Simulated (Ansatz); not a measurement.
A run on AlH₆N₃, SMILES `[NH2][Al]([NH2])[NH2]` with other settings.

```yaml
crystal:
  periodic: [false, false, false]
  atoms:
    - {symbol: N, position_ang: [-1.459916, 0.330373, -0.941283]}
    - {symbol: Al, position_ang: [0.069045, -0.020934, 0.002354]}
    - {symbol: N, position_ang: [0.491694, -1.653890, 0.394872]}
    - {symbol: N, position_ang: [0.961861, 1.341080, 0.681600]}
    - {symbol: H, position_ang: [-1.825885, 1.130816, -1.227282]}
    - {symbol: H, position_ang: [-2.065514, -0.261893, -1.213780]}
    - {symbol: H, position_ang: [1.142555, -1.906434, 1.022938]}
    - {symbol: H, position_ang: [0.197028, -2.524364, -0.242905]}
    - {symbol: H, position_ang: [0.654721, 2.290531, 0.716635]}
    - {symbol: H, position_ang: [1.901417, 1.176975, 1.037841]}
basis:
  gaussian: {orbitals: pcseg-2}
hamiltonian: {xc: {name: PBEsol}}
accuracy: high
output: {forces: true}
```

```sh
$ ansatz run in.yaml --threads 4 --pin off --events-out ev --progress --plain --max-ram 10444MiB
```

Output, abridged:

```
Functional definition: PBEsol
3814 factors; integrals over basis functions are off by at most 2.3e-8 eV
mean field evaluation 1: about -11097.4964 eV, gradient 1.3e2 eV
mean field evaluation 2: about -10989.2424 eV, gradient 2.1e2 eV
mean field evaluation 4: about -11128.0370 eV, gradient 2.5e1 eV
mean field evaluation 8: about -11129.2806 eV, gradient 2.2e-1 eV
mean field evaluation 16: about -11129.2777 eV, gradient 1.0e-4 eV
mean field -11129.27765321 eV, -408.9934100601 hartree, gradient 4.6e-8 eV, S^2 0.000000; 0 other end points of the search recorded, 0 dependent functions left out
reference -11129.27765867 eV, -408.9934102609 hartree; 20, 20 occupied and 188, 188 virtual orbitals, 3814 factors
Total energy: -11129.27765867 eV, -408.9934102609 hartree
Atom 0 at    -1.459916     0.330373    -0.941283 Å, force     7.692969     0.790086     4.126930 eV/Å
Atom 1 at     0.069045    -0.020934     0.002354 Å, force    -1.762571     1.290654    -0.825382 eV/Å
Atom 2 at     0.491694    -1.653890     0.394872 Å, force    -3.469131    -2.205510    -4.599140 eV/Å
Atom 3 at     0.961861     1.341080     0.681600 Å, force     0.403869    -1.014394    -0.049779 eV/Å
Atom 4 at    -1.825885     1.130816    -1.227282 Å, force    -1.361185     5.185583    -1.364844 eV/Å
Atom 5 at    -2.065514    -0.261893    -1.213780 Å, force    -5.347837    -6.335908    -2.260347 eV/Å
Atom 6 at     1.142555    -1.906434     1.022938 Å, force     2.988651    -1.373694     2.848582 eV/Å
Atom 7 at     0.197028    -2.524364    -0.242905 Å, force     0.893275     2.482553     1.935859 eV/Å
Atom 8 at     0.654721     2.290531     0.716635 Å, force     0.021160     0.732743     0.118547 eV/Å
Atom 9 at     1.901417     1.176975     1.037841 Å, force    -0.059201     0.447887     0.069575 eV/Å
Dipole moment:     0.106318    -0.069132    -0.036121 e Å
```

It took 9.5 s on 4 threads of an Arm Neoverse V1 on a shared host, with 1 GiB of host memory at the peak.
